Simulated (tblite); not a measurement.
Species: C6H12O4.
Z-matrix (Å and degrees, GFN2-xTB geometry), rows numbered from 1:
```
C 
O   1  1.4074
C   2  1.4013  1  115.10
C   3  1.5363  2  114.42  1    70.26
O   4  1.4261  3  111.45  2    56.45
C   5  1.3260  4  116.92  3    78.44
O   6  1.2071  5  125.17  4     2.62
C   6  1.5221  5  112.68  4  -179.68
C   8  1.5360  6  108.81  5   -68.17
O   8  1.4002  6  109.35  5   169.48
H   1  1.0882  2  106.06  3   170.95
H   1  1.0951  2  112.11  3   -70.25
H   1  1.0968  2  111.08  3    52.11
H   3  1.0928  2  105.34  1  -170.15
H   3  1.1011  2  110.96  1   -52.14
H   4  1.0909  3  111.60  2   -60.97
H   4  1.0947  3  108.67  2   177.37
H   8  1.0968  6  108.99  5    51.20
H   9  1.0859  8  110.04  6    61.10
H   9  1.0879  8  109.98  6   -59.68
H   9  1.0862  8  109.02  6  -178.69
H  10  0.9707  8  107.38  6    17.62
```

Computed with GFN2-xTB (tblite): harmonic, unscaled wavenumbers at the GFN2-xTB geometry, gas phase. Errors from tens to a few hundred cm⁻¹ against measured bands are possible. One conformer, not necessarily the lowest.

Harmonic wavenumbers (cm⁻¹): 26.8, 33.1, 66.0, 70.1, 126.0, 174.3, 189.7, 203.2, 250.5, 300.3, 327.5, 356.6, 385.6, 424.2, 467.9, 551.9, 651.6, 718.3, 837.8, 881.6, 890.0, 951.6, 999.1, 1029.7, 1043.4, 1069.4, 1081.4, 1122.1, 1134.2, 1139.4, 1158.9, 1173.6, 1203.0, 1233.2, 1263.8, 1273.9, 1311.4, 1330.3, 1343.2, 1384.9, 1403.0, 1424.7, 1442.4, 1471.2, 1472.8, 1487.4, 1487.7, 1759.7, 2862.5, 2908.7, 2916.7, 2932.8, 2948.8, 2981.4, 2999.4, 3030.9, 3036.7, 3053.1, 3056.1, 3412.9.

A = 2698, B = 626.8, C = 601.8 MHz; mass 148.074 u (most abundant isotopes); point group C1, symmetry number 1.

Q: Zero-point energy?

A: ½Σν̃ = 39134 cm⁻¹ = 111.89 kcal/mol.

Q: What is S at 200 K and 1 bar for an ideal gas of classical rigid rotors and harmonic oscillators?

A: Translation 38.93, rotation 28.95, vibration 28.69: S = 96.6 cal/(mol K).

Q: And Cp and H(200 K) − H(0)?

A: Cp = 33.56 cal/(mol K), of which vibrations give 25.61 (their classical limit is 60 R = 119.2); H(200 K) − H(0) = 4.43 kcal/mol without the zero-point energy, 2.84 from vibrations.

Q: What must be added to the electronic energy to get the Gibbs energy at 200 K and 1 bar?

A: ZPE + [H(200 K) − H(0)] − T·S = 111.89 + 4.43 − 19.31 = 97.01 kcal/mol.

Q: Blend soft modes into free rotors: weight 1/[1 + (100 cm⁻¹/ν̃)⁴] for the oscillator and the rest for a rotor with moment μB/(μ + B), μ = h/(8π²ν), B = 10⁻⁴⁴ kg m². What vibrational entropy results?

A: 25.06 cal/(mol K) in place of 28.69, which changes −T·S at 200 K by +0.73 kcal/mol.

Q: How do the functions run with temperature in this model?

A: 
```json
{"T (K)": "150", "S (cal/(mol K))": "87.7", "Cp (cal/(mol K))": "28.6", "H − H(0) (kcal/mol)": "2.88", "G − H(0) (kcal/mol)": "-10.27", "ln q(vib)": "5.44"}
{"T (K)": "250", "S (cal/(mol K))": "104.6", "Cp (cal/(mol K))": "38.7", "H − H(0) (kcal/mol)": "6.24", "G − H(0) (kcal/mol)": "-19.91", "ln q(vib)": "9.03"}
{"T (K)": "298.15", "S (cal/(mol K))": "111.8", "Cp (cal/(mol K))": "43.9", "H − H(0) (kcal/mol)": "8.22", "G − H(0) (kcal/mol)": "-25.12", "ln q(vib)": "10.65"}
{"T (K)": "400", "S (cal/(mol K))": "126.3", "Cp (cal/(mol K))": "55.1", "H − H(0) (kcal/mol)": "13.27", "G − H(0) (kcal/mol)": "-37.26", "ln q(vib)": "13.94"}
{"T (K)": "600", "S (cal/(mol K))": "152.3", "Cp (cal/(mol K))": "73.2", "H − H(0) (kcal/mol)": "26.20", "G − H(0) (kcal/mol)": "-65.17", "ln q(vib)": "20.11"}
{"T (K)": "900", "S (cal/(mol K))": "185.6", "Cp (cal/(mol K))": "90.9", "H − H(0) (kcal/mol)": "51.05", "G − H(0) (kcal/mol)": "-116.02", "ln q(vib)": "28.70"}
```

q(vib) and H(0) count from the zero-point level.

Q: Which modes carry the vibrational entropy at 200 K?

A: 26.8 cm⁻¹: 5.26; 33.1 cm⁻¹: 4.84; 66.0 cm⁻¹: 3.49; 70.1 cm⁻¹: 3.37; 126.0 cm⁻¹: 2.25; 174.3 cm⁻¹: 1.66 cal/(mol K); the other 54 give 7.82 together.

Hindered rotation and anharmonicity are outside this model. Other conformers, if any are populated, would add a mixing term that is left out. The structure is chiral; the term R ln 2 for an equal mix with its mirror image is left out.

The run took 0.72 s on one thread of an Arm Neoverse V2, shared host with 32 logical CPUs at a one-minute load of 18. The figure is for the frequency step alone.
